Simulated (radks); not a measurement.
The numbers below are computed, except where a source is named.
The oxygen anion O2-, [Ne], held by a Watson sphere: a shell of charge +2 at radius R that stands for the Madelung well of a crystal (potential energy -2/R inside, -2/r outside, in hartree with lengths in bohr). Level of theory: non-relativistic Kohn-Sham, LDA (Slater exchange, Perdew-Wang correlation), spin-polarised, spherical densities, point nucleus (a radial shooting solver on a logarithmic mesh with Libxc functionals). Response by self-consistent Sternheimer equations with the Hartree and adiabatic LDA kernel. The sphere does not respond.

R (bohr)  e(1s) (eV)  e(2s) (eV)  e(2p) (eV)  <r> 2p (bohr)  sum of <r^2> (bohr^2)  X-ray form factor at sin(theta)/lambda = 0.1 1/angstrom  alpha (bohr^3)
1.73         -504.15     -23.181      -8.906          1.424                  19.83                                                    8.715           11.16
1.77         -504.17     -22.974      -8.748          1.434                  20.11                                                    8.700           11.62
2.09         -504.18     -21.480      -7.565          1.512                  22.37                                                    8.585           15.99
2.64         -503.76     -19.540      -5.891          1.631                  26.22                                                    8.411           27.17
3.04         -503.35     -18.521      -4.936          1.709                  29.08                                                    8.300           39.32
3.08         -503.31     -18.434      -4.852          1.717                  29.37                                                    8.290           40.77
3.5          -502.89     -17.641      -4.064          1.793                  32.53                                                    8.187           59.27
3.55         -502.84     -17.561      -3.982          1.802                  32.92                                                    8.175           61.93
